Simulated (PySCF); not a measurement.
# Correlation energy of C (carbon, neutral)

[He] 2s2 2p1 3s1, high-spin 3P determinant (an excited configuration). All numbers are calculated (PySCF 2.14, no relativity, point nucleus, in aug-cc-pwCVDZ (5s4p2d, 27 functions)). Frozen: 1s2; 4 electrons correlated.

```csv
level,correlation energy (mhartree)
CCSD,-79.88
(T),-1.56
CCSD(T),-81.44
CCSDT,-82.19
```

Diagnostics: T1 = 0.014, D1 = 0.0332, largest double amplitude 0.127.

The outer electron is Rydberg-like, and this basis confines it to a smaller radius and binds it less than a complete one would.

Cost of the coupled-cluster step: about 0.7 core-seconds, for 4 correlated electrons.
